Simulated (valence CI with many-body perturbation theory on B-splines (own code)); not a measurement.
The numbers below are computed, except where a source is named.
# Sm41+: what the settings do

Method: valence CI with perturbative core correlation (CI+MBPT): three valence electrons over a frozen Dirac-Fock core [Ar], radial functions for each j: 6 s, 6 p, 5 d, 5 f, 1 g, with the one-electron correlation potential Σ1 (screened to all orders), the two-electron term Σ2, the three-electron term Σ3, Breit, model QED; selected single and double excitations, second order for the rest, scaled by the run's own slope (own B-spline code, finite nucleus).

No measured spectrum was set against this ion. As an estimate, large intervals hold to a few tenths of a per cent, small ones and those within an open d or f shell to about a per cent. Only levels of the ground parity were solved; by the run's estimate the other parity begins above the list, which can be wrong where configurations are misplaced.

The reference run has the lowest level (3d3/2^3) J=3/2 and an ionisation energy of 3137.28 eV. Its largest variational space holds 2233 state functions.

Levels are named by their leading jj configuration (3d3/2^4 stands for four electrons in 3d with j = 3/2), which in mixed levels can hold well under half, so a name can repeat and another be missing. Letters in brackets count levels of one name in rising energy.

Changed runs:
A. QED terms on → off
B. Davidson tolerance 2e-05 → 0.001
C. QED terms on → off; scale of Σ2 1 → 0.5
D. scale of Σ1 1 → 0 (bad on purpose)

Excitation energies of the reference run in cm⁻¹, and shifts in cm⁻¹:

| Level | Reference | A | B | C | D |
| --- | --- | --- | --- | --- | --- |
| (3d3/2^2 3d5/2) J=5/2 [a] | 202489 | -702 | 0 | -2116 | -1239 |
| (3d3/2^2 3d5/2) J=3/2 | 248163 | -667 | 0 | -129 | -1220 |
| (3d3/2^2 3d5/2) J=7/2 | 263129 | -745 | 0 | -1637 | -1343 |
| (3d3/2^2 3d5/2) J=9/2 | 270906 | -706 | 0 | -1943 | -1283 |
| (3d3/2^2 3d5/2) J=1/2 | 280031 | -689 | 0 | +752 | -1276 |
| (3d3/2^2 3d5/2) J=5/2 [b] | 408967 | -830 | 0 | +1022 | -1583 |
| (3d3/2 3d5/2^2) J=7/2 [a] | 466640 | -1378 | 0 | -3207 | -2477 |
| (3d3/2 3d5/2^2) J=9/2 | 491343 | -1421 | 0 | -3542 | -2554 |
| (3d3/2 3d5/2^2) J=3/2 [a] | 524698 | -1400 | 0 | -1187 | -2563 |
| (3d3/2 3d5/2^2) J=1/2 | 542696 | -1411 | 0 | -383 | -2589 |
| (3d3/2 3d5/2^2) J=11/2 | 556112 | -1415 | 0 | -3341 | -2586 |
| (3d3/2 3d5/2^2) J=5/2 [a] | 567212 | -1317 | 0 | +312 | -2458 |
| Ionisation energy (eV) | 3137.28 | -0.15 | 0 | -3.02 | -2.63 |

No effect on these energies: B.
